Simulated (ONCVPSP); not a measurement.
**Which change was made? (I, ONCV)**

| Property | Result |
| --- | --- |
| Element | iodine |
| Generator | ONCVPSP 4.0.1 |
| Type | optimised norm-conserving Vanderbilt (ONCV) |
| Functional | PBE |
| Relativity | scalar-relativistic |
| Frozen core | [Kr] 4d10 |
| Valence charge | 7 |
| Reference configuration | 5s2 5p4.75 (charge +0.25) |
| Partial waves | 5s: rc 1.50 bohr, ncon 5, nbas 9, qcut 3.8 1/bohr, 2 projectors, debl 2.8 Ha; 5p: rc 2.05 bohr, ncon 4, nbas 7, qcut 4.8 1/bohr, 2 projectors, debl 2 Ha |
| Local potential | polynomial inside 1.30 bohr (lpopt 5, dvloc0 6 Ha) |
| Core correction | Teter function, fcfact 4.5, rcfact 1.25 |

Cutoffs, loose and tight: the cutoffs (Ha) at which the residual kinetic energy of the hardest occupied pseudo-wave falls to 1 and 0.1 mHa per electron. They do not see the model core or the augmentation charge, which bear on the density cutoff. Test errors are all-electron minus pseudo excitation energies from the reference, over the configurations 5s2 5p5; 5s2 5p4; 5s2 5p3; 5s1 5p5; variants that change the core or the reference have their own tests.

The base gives: outcome: generated; cutoff, loose: 92 Ha; cutoff, tight: 106 Ha; bound ghosts: s; GHOST(+) flags above zero: s, p; largest test error (meV): -20.

**Question.** After one change the result is: outcome: failed: optimize: ERROR ps0norm > uunorm, code will stop. Which change was it?
A. s: rc 2.12
B. s: rc 1.66
C. s: rc 1.36

**Answer.** C. The others give: s: rc 2.12 → outcome: generated; cutoff, loose: 12 Ha; cutoff, tight: 44 Ha; bound ghosts: none; GHOST(+) flags above zero: s, p; largest test error (meV): -20 | s: rc 1.66 → outcome: generated; cutoff, loose: 15 Ha; cutoff, tight: 73 Ha; bound ghosts: none; GHOST(+) flags above zero: s, p; largest test error (meV): -20.
